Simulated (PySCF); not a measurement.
Species: AsH₆PSi.
Cartesian coordinates in Å at the PBE0-D3(BJ)/def2-SVP level; atoms count from 1:
```
atom  x, y, z in Å
P1    -1.8094    0.5292   -0.6924
Si2   -0.0043   -0.5393    0.1662
As3    1.9127    0.4948   -0.7766
H4    -2.7308   -0.0758    0.2176
H5    -1.6250    1.6852    0.1280
H6     0.0259   -0.5600    1.6616
H7    -0.0445   -1.9493   -0.3288
H8     2.8393   -0.1898    0.2245
H9     1.7553    1.7180    0.1233
```

Method: delta-SCF UKS SCAN, pcX-2 on the ionised atom, pcseg-1 elsewhere, spin-free X2C in PySCF 2.14.0. Vertical ΔSCF values, vacuum level as zero.

Some binding energies are withheld.

```
atom(s)      bonded to     level  binding energy (eV)
    Si2  2 H, P and As     Si 1s              1846.41
    Si2  2 H, P and As  Si 2p3/2               106.69
     P1     2 H and Si      P 1s                    ?
     P1     2 H and Si   P 2p3/2                    ?
```

(1) What is the P 1s binding energy of P1?

(2) Fill in P 2p3/2 for P1.

(3) What is the longest wavelength that can ionise P 1s of P1 vertically?

Answers

(1) 2149.90 eV (three-coordinate phosphorus).

(2) 136.36 eV (three-coordinate phosphorus), with 2p1/2 at 137.26 eV.

(3) λ = hc/E = 12398.42 eV Å / 2149.90 eV = 5.767 Å.

2p3/2 and 2p1/2 are the ΔSCF energy of one spin-free 2p hole plus the eigenvalues of a spin–orbit and ligand-field matrix of the shell. 2p1/2 minus 2p3/2 (ligand field included): Si 0.62 eV, P 0.89 eV. No level of arsenic is listed. The structure is a single PBE0-D3(BJ)/def2-SVP conformer in the gas phase; no vibrational or solvent corrections.
